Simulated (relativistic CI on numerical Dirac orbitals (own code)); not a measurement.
Ti²⁺ in a cubic cluster: 1s photoemission with charge transfer

Computed with a charge-transfer multiplet model of a cubic metal-ligand cluster with up to 2 ligand holes, Slater and spin-orbit integrals from Dirac-Coulomb-Breit ions, Slater integrals scaled by 0.8. The ground state mixes d2 with configurations of k ligand holes L, whose averages lie at kΔ + k(k − 1)U_dd/2; a core hole lowers each added d electron by U_cd. 20 K, Lorentzian 1.1 eV and Gaussian 0.6 eV FWHM.

Atomic integrals in eV (Slater integrals scaled, ζ unscaled), ground: F2dd 6.578, F4dd 4.090, zeta_d 0.013; with the core hole: F2dd 8.128, F4dd 5.094, zeta_d 0.025, G2cd 0.033.

Cluster parameters (eV): Δ = 4.7, U_dd = 4.5, U_cd = 5.4, 10Dq = 0.2, 10Dq(ligand) = 1.2, final-state hopping factor = 0.8.

```csv
Case,n_d,d2,d3L,d4L2,S
"V(eg) = 2.8 eV, V(t2g) = -1.27 eV",2.58,0.49,0.43,0.08,1.00
"V(eg) = 3.1 eV, V(t2g) = -1.41 eV",2.62,0.47,0.45,0.09,1.00
"V(eg) = 3.4 eV, V(t2g) = -1.54 eV",2.66,0.44,0.46,0.10,1.00
```

Weights, n_d and S are thermal averages at 20 K. Binding energies count from the first peak over 30 % of the highest in each spectrum, which can be another peak from case to case. The parameters are a model scan and need not match a compound or its usual spin state. Peaks in eV (height, largest 100):
- V(eg) = 2.8 eV, V(t2g) = -1.27 eV: 0.0 (100), 8.7 (10)
- V(eg) = 3.1 eV, V(t2g) = -1.41 eV: 0.0 (100), 9.5 (8)
- V(eg) = 3.4 eV, V(t2g) = -1.54 eV: 0.0 (100), 10.3 (7)

Curve for V(eg) = 2.8 eV, V(t2g) = -1.27 eV (points under 2 left out, the grid thinned):

E (eV), Intensity and a bar:
```
     -3.7        2.6 
     -3.4        3.0 
     -3.1        3.6 
     -2.7        4.7 #
     -2.4        5.9 #
     -2.1        7.7 ##
     -1.7       11.5 ###
     -1.4       16.4 ####
     -1.1       25.0 #######
     -0.8       40.3 ############
     -0.5       65.1 ####################
     -0.1       97.5 ##############################
      0.2       94.6 #############################
      0.5       69.1 #####################
      0.9       36.6 ###########
      1.2       23.0 #######
      1.5       15.4 ####
      1.8       11.0 ###
      2.1        8.2 ##
      2.5        6.0 #
      2.8        4.9 #
      3.1        4.3 #
      3.5        3.8 #
      3.8        3.9 #
      4.1        4.2 #
      4.4        4.5 #
      4.7        4.3 #
      5.1        3.6 
      5.4        3.0 
      5.7        2.6 
      6.1        2.3 
      6.4        2.1 
      6.7        2.2 
      7.0        2.4 
      7.3        2.7 
      7.7        3.8 #
      8.0        5.3 #
      8.3        7.6 ##
      8.7        9.6 ##
      9.0        8.7 ##
      9.3        6.9 #
      9.6        5.3 #
      9.9        4.0 #
     10.3        2.7 
     10.6        2.1
```

For the case V(eg) = 2.8 eV, V(t2g) = -1.27 eV, Δ = 4.7 eV is larger than U_dd = 4.5 eV, the Mott-Hubbard side of the Zaanen-Sawatzky-Allen scheme. With the core hole the average of the configuration with one ligand hole lies at Δ − U_cd = -0.7 eV before mixing: the effective hopping of about 4.6 eV (from the holes of the mixed ground state) is comparable with this gap or larger, so the configurations mix strongly.
